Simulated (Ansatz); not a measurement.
Start from `C=C[Si](N)(F)OC` and change one atom or group to get `CO[Si](N)(F)Cl`.

Ansatz, PBE0-D4/def2-TZVP geometries, multiplicity 1. Each molecule was computed in one conformer, which needn't be the lowest.

```tsv
property	`C=C[Si](N)(F)OC`
LUMO energy (PBE/def2-TZVPP) / eV	-1.42
HOMO–LUMO gap (B3LYP/def2-TZVPP) / eV	6.68
HOMO–LUMO gap (ωB97M-V/def2-TZVPP) / eV	11.58
size of the dipole moment (ωB97M-V/def2-TZVPP) / D	2.04
LUMO energy (ωB97M-V/def2-TZVPP) / eV	1.70
HOMO–LUMO gap (PBE0/def2-TZVPP) / eV	7.14
```

Task: Give the same properties after the change, and the shifts. (Estimate.)

Result: Ansatz gave: 
```json
{"property": "LUMO energy (PBE/def2-TZVPP) / eV", "`CO[Si](N)(F)Cl`": "-0.11", "shift": "1.31"}
{"property": "HOMO–LUMO gap (B3LYP/def2-TZVPP) / eV", "`CO[Si](N)(F)Cl`": "8.28", "shift": "1.60"}
{"property": "HOMO–LUMO gap (ωB97M-V/def2-TZVPP) / eV", "`CO[Si](N)(F)Cl`": "12.80", "shift": "1.22"}
{"property": "size of the dipole moment (ωB97M-V/def2-TZVPP) / D", "`CO[Si](N)(F)Cl`": "1.57", "shift": "-0.47"}
{"property": "LUMO energy (ωB97M-V/def2-TZVPP) / eV", "`CO[Si](N)(F)Cl`": "2.25", "shift": "0.55"}
{"property": "HOMO–LUMO gap (PBE0/def2-TZVPP) / eV", "`CO[Si](N)(F)Cl`": "8.92", "shift": "1.78"}
```

With PBE0 the HOMO falls by 0.59 eV and the LUMO rises by 1.19 eV, so the gap widens by about 1.78 eV. PBE moves the HOMO by -0.46 eV and ωB97M-V by -0.67 eV. Dipoles are sizes alone; their direction can turn.

B3LYP here is the variant with VWN-RPA as its local correlation; programs differ in this.
